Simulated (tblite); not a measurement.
Species: C6H9S (charge -1).
Bonds: S1–C2, C2–C3, C3–C4, C4–C5, C2–C6, C6–C7, C2–C7, C3–C5. Hydrogens: H8 on C3; H9, H10 on C4; H11, H12 on C5; H13, H14 on C6; H15, H16 on C7.

Computed geometry: GFN2-xTB, gas phase.

Give the optimised bond lengths and angles.

```
          bond  length (Å)
         S1–C2       1.781
         C2–C3       1.500
  C3–C4, C3–C5       1.501
         C4–C5       1.499
  C2–C6, C2–C7       1.508
         C6–C7       1.503
         C3–H8       1.086
 C4–H9, C5–H12       1.082
C4–H10, C5–H11       1.081
C6–H13, C7–H15       1.085
C6–H14, C7–H16       1.081
```

Bonds in one row agree within 0.01 Å and their mean is given. A selection of angles:
```
     angle  degrees
  S1–C2–C3    112.1
  S1–C2–C6    119.3
  C3–C2–C6    119.5
  C3–C2–C7    118.0
  C6–C2–C7     59.8
  C2–C3–C4    123.9
  C2–C3–C5    121.6
  C2–C3–H8    111.1
  C4–C3–C5     59.9
  C4–C3–H8    115.9
  C3–C4–C5     59.9
  C3–C4–H9    118.4
 C3–C4–H10    119.1
  C5–C4–H9    118.3
 C5–C4–H10    118.2
 H9–C4–H10    113.2
 C4–C5–H12    118.7
 C3–C5–H11    117.5
 C3–C5–H12    119.1
  C2–C6–C7     60.3
 C2–C6–H13    120.3
 C2–C6–H14    117.1
 C7–C6–H13    118.3
 C7–C6–H14    117.5
H13–C6–H14    113.4
```

Dihedral angles: S1–C2–C3–C4 173° (antiperiplanar); C2–C3–C4–C5 -110° (anticlinal); S1–C2–C6–C7 109° (anticlinal); S1–C2–C7–C6 -109° (anticlinal); C2–C3–C5–C4 114° (anticlinal). The mirror-image conformer, all signs reversed, is as good.

The 3-membered ring C2–C6–C7 has internal angles of 59.8° to 60.3°. The 3-membered ring C3–C4–C5 has internal angles of 59.9° to 60.2°. Of the pairs four or more bonds apart, H10···H13 is among the closest relative to their van der Waals radii: 2.27 Å, 95 % of the sum of Bondi's values.

Point group: C1 (no symmetry element, even within 0.4 Å). Its GFN2-xTB frequencies are all real (lowest 77 cm⁻¹).

Hardware: one thread, AMD EPYC (x86_64), shared host with 64 logical CPUs at a one-minute load of 6.5. Cost: 1.1 s wall. This is the geometry optimisation.
